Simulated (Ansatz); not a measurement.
CHO2 (SMILES O=[C]O) moved off its minimum; all values from Ansatz (an electronic-structure program), cores frozen in correlated methods. Open shells are unrestricted.
(charge 0, multiplicity 2)
```xyz
4

O      0.9229    -0.6943    -0.1311
C      0.2800     0.3891     0.1669
O     -0.9852     0.5384     0.0241
H     -1.4421    -0.2764    -0.4302
```

Q: Give the forces (eV/Å), the total energy and the dipole at CCSD(T)/cc-pVTZ.

A: 
```tsv
atom	Fx	Fy	Fz
O1	-2.277	5.092	1.450
C2	3.725	-6.213	-1.604
O3	-2.931	-0.660	-0.998
H4	1.482	1.781	1.152
```
Energy -188.8137 hartree, dipole 2.39 D.
